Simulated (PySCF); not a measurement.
## Gas-phase thermal properties of GaI

Method: PySCF energies (xtb for GFN2) plus ideal-gas RRHO corrections (1 bar). All species are closed-shell singlets. I: scalar-relativistic def2 core potential, no spin-orbit coupling. Ga: all electrons, no relativistic terms. The harmonic model lacks anharmonicity and excited electronic states, which grow with temperature; levels with a mode under 35 cm⁻¹ are left out.

```json
[
 {"level": "GFN2-xTB", "point group": "C∞v", "σ": "1", "ZPE (kJ/mol)": "1.4", "S°298 (J/mol/K)": "259.6", "Cp298 (J/mol/K)": "36.6", "S°1000 (J/mol/K)": "304.5", "H1000 − H298 (kJ/mol)": "26.1"},
 {"level": "PBE/def2-SVP", "point group": "C∞v", "σ": "1", "ZPE (kJ/mol)": "1.3", "S°298 (J/mol/K)": "259.9", "Cp298 (J/mol/K)": "36.7", "S°1000 (J/mol/K)": "304.8", "H1000 − H298 (kJ/mol)": "26.1"},
 {"level": "PBE0/def2-TZVP", "point group": "C∞v", "σ": "1", "ZPE (kJ/mol)": "1.3", "S°298 (J/mol/K)": "259.7", "Cp298 (J/mol/K)": "36.7", "S°1000 (J/mol/K)": "304.7", "H1000 − H298 (kJ/mol)": "26.1"}
]
```
σ: rotational symmetry number. Electronic degeneracy used: 1. Frequencies are unscaled.
